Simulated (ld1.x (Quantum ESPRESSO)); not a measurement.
## u(r) = r·R(r): atom against pseudo-atom (nickel)

Columns: radius, all-electron u(r) and pseudo u(r) of the 3p shell (level -66.33 eV) of nickel in the configuration [Ne] 3s2 3p6 3d9 4s1 4p0; PBEsol, scalar-relativistic, TM scheme, ld1.x (Quantum ESPRESSO) 7.5.

| r (bohr) | all-electron | pseudo |
| --- | --- | --- |
| 0.068 | 0.4384 | -0.0322 |
| 0.135 | 0.6373 | -0.1242 |
| 0.202 | 0.4204 | -0.2675 |
| 0.270 | 0.0099 | -0.4515 |
| 0.338 | -0.4115 | -0.6550 |
| 0.405 | -0.7521 | -0.8516 |
| 0.473 | -0.9961 | -1.0224 |
| 0.540 | -1.1403 | -1.1423 |
| 0.608 | -1.2063 | -1.2049 |
| 0.675 | -1.2120 | -1.2116 |
| 0.742 | -1.1766 | -1.1766 |
| 0.810 | -1.1136 | -1.1136 |
| 0.878 | -1.0348 | -1.0348 |
| 0.945 | -0.9496 | -0.9496 |
| 1.013 | -0.8612 | -0.8612 |
| 1.080 | -0.7758 | -0.7758 |
| 1.148 | -0.6932 | -0.6932 |
| 1.215 | -0.6173 | -0.6173 |
| 1.283 | -0.5464 | -0.5464 |
| 1.350 | -0.4828 | -0.4828 |
| 1.418 | -0.4246 | -0.4246 |
| 1.485 | -0.3732 | -0.3732 |
| 1.553 | -0.3267 | -0.3267 |
| 1.620 | -0.2861 | -0.2861 |
| 1.688 | -0.2497 | -0.2497 |
| 1.755 | -0.2181 | -0.2181 |

Q: How many radial nodes do the two functions have?

A: The all-electron 3p function has n − l − 1 = 1; the pseudo-wave has 0, since the states of the same l below it are removed with the core.

Q: At about which radius was the pseudo-wave matched?

A: 0.80 bohr. The columns agree to 0.0005 from 0.68 bohr on; several derivatives are matched, so the curves merge somewhat inside the radius.

Q: Where does each function peak?

A: Outermost all-electron maximum near 0.68 bohr, pseudo maximum near 0.68 bohr (to the table’s step).

Q: Is the pseudo-wave norm-conserving?

A: Yes: the TM scheme keeps the norm inside the radius equal to the all-electron one, which fixes the energy derivative of the logarithmic derivative at the level.
